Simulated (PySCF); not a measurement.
All of these have the formula C2H8O3SSi2. Level of theory: PySCF 2.14.0, density-fitted response routines, TDDFT B3LYP/def2-SVPD, vertical, gas phase, core orbitals frozen in the response. Geometries: GFN2-xTB; one conformer of each isolated species. Triplets are in the Tamm–Dancoff approximation.

A. `C(OC=O)[Si@H](O)[SiH2]S`
B. `[SiH2]([Si@H](CC(=O)O)O)S`
C. `[SiH3]OCOC(=S)O[SiH3]`

Lowest singlet levels (six at most, fewer where fewer were computed) with oscillator strengths:

1. 4.98 eV (f 0.005); 5.58 eV (f 0.012); 5.69 eV (f 0.018); 5.88 eV (f 0.005); 6.05 eV (f 0.005); 6.16 eV (f 0.014); T1 4.76 eV
2. 5.21 eV (f 0.008); 5.63 eV (f 0.002); 5.82 eV (f 0.013); 5.98 eV (f 0.004); 6.00 eV (f 0.002); 6.34 eV (f 0.037); T1 4.94 eV
3. 3.75 eV (f 0.000); 5.35 eV (f 0.015); 5.56 eV (f 0.147); 5.95 eV (f 0.057); 6.07 eV (f 0.008); 6.14 eV (f 0.005); T1 3.44 eV

Problem. Which spectrum belongs to which structure?

Solution. 1 = B, 2 = A, 3 = C.
- A: S1 at 5.21 eV, HOMO→LUMO+1 (52%), HOMO→LUMO (46%); Löwdin shares by element: HOMO sulfur 75%, silicon 11% or more, hydrogen 6% or more; LUMO oxygen 36% or more, carbon 31% or more, silicon 6% or more (atoms not listed hold the other 26%); HOMO -6.95 and LUMO -0.91 eV.
- B: S1 at 4.98 eV, HOMO→LUMO (91%); Löwdin shares by element: HOMO sulfur 76%, silicon 11% or more, hydrogen 7% or more; LUMO silicon 36%, carbon 12% or more, oxygen 11% or more (atoms not listed hold the other 42%); HOMO -7.08 and LUMO -1.22 eV.
- C: S1 at 3.75 eV, HOMO→LUMO (100%); S1 has the pattern of n→π* at C=S; HOMO -6.56 and LUMO -1.43 eV.
